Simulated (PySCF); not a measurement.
SMILES C[CH2][In]([CH3])[F] (CAM-B3LYP/def2-SVP optimised geometry):

```
13

In    -0.193    -0.701     0.000
F      1.787    -0.701     0.000
C     -0.912    -2.719    -0.016
H     -1.202    -3.012     1.004
H     -0.108    -3.383    -0.360
H     -1.787    -2.828    -0.671
C     -0.836     1.358     0.000
C      0.270     2.340     0.380
H     -1.706     1.447     0.668
H     -1.214     1.559    -1.016
H      1.147     2.243    -0.276
H      0.625     2.179     1.409
H     -0.083     3.383     0.315
```

Calculation: CAM-B3LYP/def2-TZVP, def2 effective core potentials past Kr (PySCF 2.14.0).

Question: What are the frontier orbital energies and the dipole moment?

Answer: HOMO-2 -10.98 eV, HOMO-1 -10.16 eV, HOMO -8.64 eV, LUMO -0.24 eV, LUMO+1 0.33 eV; dipole moment 3.62 D.
